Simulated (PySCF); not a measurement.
Structure from NMR data

Molecular formula: C4H3F5O. Simulated spectra:

$^{1}$H NMR (500 MHz, computed): δ 6.91 (m, 1H), 4.90 (m, 2H).

$^{13}$C{$^{1}$H} NMR (computed): δ 152.4 (C), 145.9 (CH), 131.3 (C), 66.1 (CH2).

Computed data (PySCF 2.14): geometry from GFN2-xTB, GIAO PBE0/pcSseg-1 shieldings. One conformer, gas phase, one averaged value for each set of equivalent atoms, relativity neglected.

References, each an isolated molecule treated in the same way: $^{1}$H and $^{13}$C against TMS.

Q: Choose the structure that fits.
A. C=C(OC(F)(F)F)C(F)F
B. COC(=C(F)F)C(F)(F)F
C. FC(F)(F)[C@H]1OCC1(F)F
D. FC(F)(F)C(F)(F)[C@@H]1CO1
E. F/C=C(\F)COC(F)(F)F
F. F/C=C(/F)COC(F)(F)F

A: E. 

1. The formula gives 1 degree of unsaturation (no ring in the answer).
2. 4 carbon signals for 4 carbons: no two carbons are equivalent.
3. Carbon types of the structure: 2 × C, 1 × CH, 1 × CH2, which accounts for all hydrogens.
4. δC 152.4: fully substituted alkene carbon; an sp2 carbon of a C=C bond.
5. δC 145.9: alkene CH; as expected for a trigonal carbon in a double bond.
6. δC 131.3: CF3 carbon; 4 electronegative neighbours deshield it.
7. δC 66.1: allylic sp3 CH2 bonded to O; pulled downfield by the heteroatom.
8. δH 6.91: hydrogen on an alkene CH; a vinylic proton, deshielded by the sp2 carbon and the C=C anisotropy.

The others: C=C(OC(F)(F)F)C(F)F would give 3 signals for carbon-bound and other non-exchanging H, not 2; F/C=C(/F)COC(F)(F)F has carbons computed at 161.9, 155.0, 131.2, 65.7; FC(F)(F)C(F)(F)[C@@H]1CO1 would give 3 signals for carbon-bound and other non-exchanging H, not 2; FC(F)(F)[C@H]1OCC1(F)F would give 3 signals for carbon-bound and other non-exchanging H, not 2; COC(=C(F)F)C(F)(F)F would give 1 signal for carbon-bound and other non-exchanging H, not 2.

Splittings by $^{19}$F in the carbon and heteronuclear signals aren't shown, as no couplings were computed. Shifts are as computed. Against solution values, carbons near 30 ppm lie about +3 ppm off and those near 130 ppm about +5 ppm (rms about the fit 2.1 ppm; single classes can miss by 10 ppm). Of 1328 compounds with measured shifts, 309 miss one by over three times the rms of a fit or turn the order of signals round; such compounds aren't used in these exercises. Signals without a measured value on file couldn't be tested in this way; 1H shifts scatter by 0.2 ppm about their fit, and single ones miss by 0.5 ppm. No couplings were computed; multiplicities are counted from neighbouring protons, with m where these are inequivalent, close in shift, in a saturated or five-membered ring or joined by F or P, and br s for small geminal =CH2 splittings.
